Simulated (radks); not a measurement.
Task: The barium ion Ba28+, 28 electrons, occupied as [Ar] 3d10. Calculated with a radial shooting solver on a logarithmic mesh with Libxc functionals: scalar-relativistic Kohn-Sham, PBEsol, spin-polarised, spherical densities, finite nucleus; Fermi nuclear charge, rms radius 4.8378 fm. Some entries of the table are withheld. Estimate them.

orbital  occ.  eigenvalue (hartree)  <r> (bohr)
1s          2                   (1)     0.02559
2s          2                   (2)      0.1096
2p          6             -228.9313     0.09595
3s          2                   (3)         (4)
3p          6             -71.11140      0.2834
3d         10             -60.99202      0.2579

Result: 
(1) 1s eigenvalue (hartree): -1404.295
(2) 2s eigenvalue (hartree): -251.0661
(3) 3s eigenvalue (hartree): -78.23508
(4) 3s <r> (bohr): 0.2869
